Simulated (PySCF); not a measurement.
# NMR data sheet: C6H9BO2

```
Formula                               : C6H9BO2
SMILES                                : C=CCC1=[O+][BH2-]OC=C1
InChI                                 : InChI=1S/C6H9BO2/c1-2-3-6-4-5-8-7-9-6/h2,4-5H,1,3,7H2
Point group of the computed structure : C1
Carbon signals                        : 6
Proton signals                        : 7
```

Numbering as in the mapped SMILES `[CH2:1]=[CH:2][CH2:3][C:4]1=[O+:5][BH2-:6][O:7][CH:8]=[CH:9]1`. Each H is labelled by its parent atom. Ha(C1) is cis to C3; Hb(C1) is trans to C3.

[PySCF 2.14.0 with density-fitted response routines: PBE0/pcSseg-1 with gauge-including orbitals; structure optimised with PBE0-D3(BJ)/def2-SVP; relativity neglected; no solvent; equivalent nuclei averaged; single conformer]

Referencing at the same level of theory: 1H (31.27 ppm), 13C (184.41 ppm) against TMS; 11B (100.73 ppm) against BF3·OEt2; H2O for 17O (334.56 ppm).

```tsv
carbon	δC, type	δH (multiplicity)	HMBC from (2–3 bonds)	span of the C tensor (ppm)
C1	131.0, CH2	Hb(C1) 5.68 (m); Ha(C1) 5.59 (m)	H(C2), H(C3)	217
C2	139.8, CH	5.99 (m)	Hb(C1), Ha(C1), H(C3)	241
C3	45.5, CH2	3.06 (d)	H(C2), H(C9), Hb(C1), Ha(C1)	38
C4	199.6, C	–	H(C8), H(C2), H(C9), H(B6), H(C3)	227
C8	185.8, CH	7.65 (d)	H(C9), H(B6)	218
C9	104.5, CH	5.71 (d)	H(C8), H(C3)	185
```

Other nuclei:
```csv
atoms,nucleus,environment,δ (ppm),σ (ppm)
H(B6),1H,"hydrogen on a boron bonded to 2 O, in a 6-membered ring",3.77,27.50
B6,11B,"boron bonded to 2 O, 2 H, in a 6-membered ring",-0.6,101.3
O5,17O,donor oxygen of a Lewis adduct,290.4,44.2
O7,17O,"oxygen bonded to C, B, in a 6-membered ring",281.1,53.5
```

δC 199.6: ketone carbonyl carbon; low-lying n→π* states of the double bond to the heteroatom give a large paramagnetic term (-271 ppm). δC 185.8: alkene carbon bearing oxygen; an sp2 carbon further deshielded by the attached heteroatom. δC 139.8: alkene CH; the olefinic region. δC 131.0: terminal =CH2 carbon; as expected for a trigonal carbon in a double bond. δC 104.5: β carbon of an enol-ether or enamine type C=C; the O or N lone pair pushes π density onto this β carbon and shields it.

Hydrogens on boron are broadened and split by 11B (spin 3/2, 80 %) and 10B (spin 3). Shifts are as computed. Against solution values, carbons near 30 ppm lie about +2 ppm off and those near 130 ppm about +5 ppm. Of 1309 compounds with measured shifts, 239 miss one by over three times the rms of a fit or turn the order of signals round; such compounds aren't used in these exercises. Unscaled 17O shifts of doubly bonded oxygen tend to come out too high, by tens of ppm or more. Experimental scales use liquid or dissolved standards, which lie at an offset from isolated H2O (liquid H2O: subtract about 36 ppm). No couplings were computed; multiplicities are counted from neighbouring protons, with m where these are inequivalent, close in shift, in a saturated or five-membered ring or joined by F or P, and br s for small geminal =CH2 splittings.
